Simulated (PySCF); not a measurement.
MMg cations for M along the fifth-period p block

PBE0 with double-zeta basis sets in PySCF, for the lowest determinant that a PBE0 search found; no spin–orbit coupling. De refers to high-spin ground-configuration atoms (the charge goes to the atom of lower measured ionisation energy or higher electron affinity, which is not always the lowest computed limit). A positive dipole points towards Mg; it is taken about the centre of mass and depends on that origin.

```tsv
M	basis	charged atom	state (unpaired electrons)	Re (Å)	ωe (cm⁻¹)	De (eV)	μ (D)
In	def2-SVP	In+	singlet (closed shell)	3.311	132	0.82	4.47
Sn	x2c-SVPall	Sn+	doublet (π ↑)	2.950	195	1.84	7.02
Sb	x2c-SVPall	Mg+	triplet (π ↑↑)	2.764	245	1.67	8.97
Te	cc-pVDZ/cc-pVDZ-PP	Mg+	doublet (π ↑)	2.579	325	1.82	10.74
I	x2c-SVPall	Mg+	singlet (closed shell)	2.485	371	2.32	12.04
```

(1) By what factor does the well depth vary along the series?

The rows differ in basis set, which adds steps of its own.

The state changes along the series, so neighbouring rows are not always alike in their bonding.

Closed-shell solutions of metal pairs were not tested for spin polarisation, which can lower them a little. Spin–orbit coupling is left out, which matters for elements this heavy, above all for dissociation energies. For an ion De counts to the pair picked by the measured ionisation energies or electron affinities, which need not be the lowest pair at this level. States were picked by a PBE0 search and need not be the measured ground states.

Answers

(1) At PBE0 it runs from 0.82 eV (MgIn⁺) to 2.32 eV (MgI⁺), a factor of 2.83.
